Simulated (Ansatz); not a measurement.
[FeH6]4- (FeH₆⁴⁻). The state is a singlet with charge -4. Geometry PBE-D4/def2-TZVPD.

```xyz
7

Fe    0.104   -0.155    0.063
H    -0.178    0.513   -1.196
H     1.155    0.176    1.057
H    -0.694   -1.210    0.734
H     0.052    1.279    0.289
H    -1.283    0.279    0.049
H     0.844   -0.882   -0.996
```

A multiply charged anion in the gas phase is held together partly by the finite basis. At PBE-D4/def2-TZVPD, PBE0-D4/def2-TZVPD the restricted singlet is unstable: a solution with broken spin symmetry lies lower. At PBE-D4/def2-TZVPD, r2SCANh-D4/def2-TZVPD, PBE0-D4/def2-SVPD, PBE0-D4/def2-TZVPD and others the highest occupied level of the charge -4 singlet lies above zero (up to 12.69 eV). The electron is either unbound and held by the finite basis, or the level is raised by self-interaction error. The restricted singlet is unstable towards broken spin symmetry at other levels; at r2SCANh-D4/def2-TZVPD, PBE0-D4/def2-SVPD, ωB97X-V/def2-TZVPD this wasn't settled. The geometry of the singlet was relaxed on an unsound state (restricted singlet, unstable towards broken spin symmetry). The order of the spin states hangs on the level: the quintet lies 0.99 eV below the singlet at PBE0-D4/def2-TZVPD, but 0.29 eV above it at PBE-D4/def2-TZVPD. The singlet is doubtful at PBE0-D4/def2-TZVPD (restricted singlet, unstable towards broken spin symmetry). The singlet is doubtful at PBE-D4/def2-TZVPD (restricted singlet, unstable towards broken spin symmetry).

(1) Estimate the orbital energies around the gap (eV) in Ansatz with PBE-D4/def2-TZVPD, r2SCANh-D4/def2-TZVPD, PBE0-D4/def2-SVPD, PBE0-D4/def2-TZVPD, ωB97X-V/def2-TZVPD.

## Answers

(1) 
| orbital | PBE-D4/def2-TZVPD | r2SCANh-D4/def2-TZVPD | PBE0-D4/def2-SVPD | PBE0-D4/def2-TZVPD | ωB97X-V/def2-TZVPD |
| --- | --- | --- | --- | --- | --- |
| HOMO−5 | 9.41 | 8.86 | 9.46 | 8.35 | 6.43 |
| HOMO−4 | 9.41 | 8.97 | 9.61 | 8.42 | 6.62 |
| HOMO−3 | 9.42 | 8.98 | 9.62 | 8.42 | 6.62 |
| HOMO−2 | 11.87 | 11.71 | 12.34 | 11.31 | 9.84 |
| HOMO−1 | 11.97 | 11.91 | 12.68 | 11.67 | 10.77 |
| HOMO | 11.97 | 11.92 | 12.69 | 11.68 | 10.85 |
| LUMO | 13.02 | 13.42 | 14.27 | 13.59 | 15.19 |
| LUMO+1 | 13.35 | 13.85 | 15.42 | 14.12 | 16.05 |
| LUMO+2 | 13.36 | 13.86 | 15.68 | 14.14 | 16.16 |
| LUMO+3 | 13.80 | 14.20 | 15.70 | 14.37 | 16.24 |
| LUMO+4 | 15.62 | 16.26 | 18.17 | 16.46 | 18.52 |
| LUMO+5 | 15.63 | 16.26 | 18.17 | 16.46 | 18.52 |
